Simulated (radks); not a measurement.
Results of a calculation; reference values are marked as such.
Successive ionisation energies (eV) of one element, from differences of total energies of ions in their ground configurations, starting at charge 66: 7317.4, 7431.6, 17337.8, 17683.8, 18031.1, 18379.3, 18727.4, 19074.0, 19557.5, 19823.8, 81482, 82570. Level of theory: non-relativistic Kohn-Sham, LDA (Slater exchange, Perdew-Wang correlation), spin-unpolarised, spherical densities, point nucleus; relativity is left out, which matters for an element this heavy (a radial shooting solver on a logarithmic mesh with Libxc functionals). Which element is it?

Answer. Platinum (Z = 78). The first species listed is Pt66+ in [Ne] 3s2, the last Pt77+ in 1s1.
